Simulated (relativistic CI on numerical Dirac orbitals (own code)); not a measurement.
## Crystal-field levels of Cu2+, 3d9

Calculated by Dirac-Coulomb-Breit CI, separate exchange-only KLI orbitals for each configuration, QED by a radiative potential, valence Slater integrals scaled by 0.75, one configuration in a parametric crystal field (own radial code).

Field parameters in Wybourne normalisation: Td as Oh with Dq negative (B⁴₀ = 21Dq, B⁴₄ = √(5/14) B⁴₀). The field is a parameter set, without covalency.

S is read from ⟨S²⟩ = S(S + 1).

Levels (cm⁻¹, degeneracy): 0 (2), 1083 (4), 10196 (4).

Task: Which field gives this pattern?
A. Td, 10Dq = -4200 cm⁻¹
B. Td, 10Dq = -9300 cm⁻¹
C. Td, 10Dq = -11150 cm⁻¹

Result: B. Td, 10Dq = -9300 cm⁻¹, ground level with S = 0.50.
